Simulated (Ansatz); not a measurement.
BBrH2 (SMILES BBr) moved off its minimum; all values from Ansatz (an electronic-structure program), cores frozen in correlated methods.
(charge 0, multiplicity 1)
```xyz
4

B     -0.85459    -1.29983     0.17201
H     -0.43021    -2.10880     1.04553
H     -1.80475    -1.42285    -0.51299
Br     0.20426     0.37787    -0.12496
```

```tsv
level	largest force (eV/Å)	on atom	rms difference from CCSD(T)/aug-cc-pVTZ (eV/Å)	dipole (D)
HF/def2-TZVPP	1.91	H2	0.133	1.50
PBE/def2-TZVPP	1.82	B1	0.094	0.76
r2SCAN/def2-TZVPP	1.79	B1	0.030	0.96
B3LYP/def2-TZVPP	1.72	H2	0.056	0.97
wB97M-V/def2-TZVPP	1.77	H2	0.069	1.05
MP2/aug-cc-pVTZ	1.81	B1	0.060	1.10
CCSD(T)/aug-cc-pVTZ	1.77	B1	0.000	1.02
```

The differences count from one level among others, with limits of its own. Forces at CCSD(T)/aug-cc-pVTZ (eV/Å):

```json
[
 {"atom": "B1", "Fx": "1.504", "Fy": "0.335", "Fz": "0.871"},
 {"atom": "H2", "Fx": "-0.568", "Fy": "1.073", "Fz": "-1.132"},
 {"atom": "H3", "Fx": "-0.144", "Fy": "-0.091", "Fz": "-0.021"},
 {"atom": "Br4", "Fx": "-0.793", "Fy": "-1.317", "Fz": "0.282"}
]
```
